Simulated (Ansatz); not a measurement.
Molecule: C$_{4}$H$_{11}$Ge, charge 0, multiplicity 2. It need not be the lowest isomer of its formula. 
Geometry from a B3LYP-D3(BJ)/def2-TZVP (Ansatz, a quantum-chemistry and plane-wave program) optimisation:
SMILES: CCC[CH2][GeH2]
```xyz
16

C     -3.6409     0.4998     0.0701
C     -2.4836    -0.4911    -0.0139
C     -1.1135     0.1910     0.0243
C      0.0479    -0.8034    -0.0600
Ge     1.8190     0.0899    -0.0098
H     -3.5974     1.0773     0.9966
H     -3.6133     1.2078    -0.7617
H     -4.6054    -0.0104     0.0409
H     -2.5487    -1.2070     0.8114
H     -2.5645    -1.0775    -0.9346
H     -1.0489     0.9081    -0.8004
H     -1.0331     0.7786     0.9444
H     -0.0084    -1.3836    -0.9834
H      0.0075    -1.5136     0.7685
H      1.9837     0.8894     1.3113
H      1.9609     1.0758    -1.2012
```
Charge 0, spin multiplicity 2.

Parts of the frozen-core correlation energy in cc-pVDZ (Ansatz, hartree). Frozen orbitals: 18; correlated occupied orbitals by spin: 16 and 15; virtual: 104 and 105. Open shells are spin-unrestricted. Spin-orbit coupling is left out. Non-relativistic.

| term | value |
|---|---|
| reference (HF) | -2233.18639 |
| MP2 opposite-spin | ___ |
| MP2 same-spin | ___ |
| CCSD correlation | ___ |
| (T) | -0.02174 |
| T1 diagnostic | 0.009 |
| largest doubles amplitude | 0.031 |
| <S^2> of the reference | 0.753 |

Fill in the missing entries.


- MP2 opposite-spin, value: -0.51816
- MP2 same-spin, value: -0.14616
- CCSD correlation, value: -0.74001
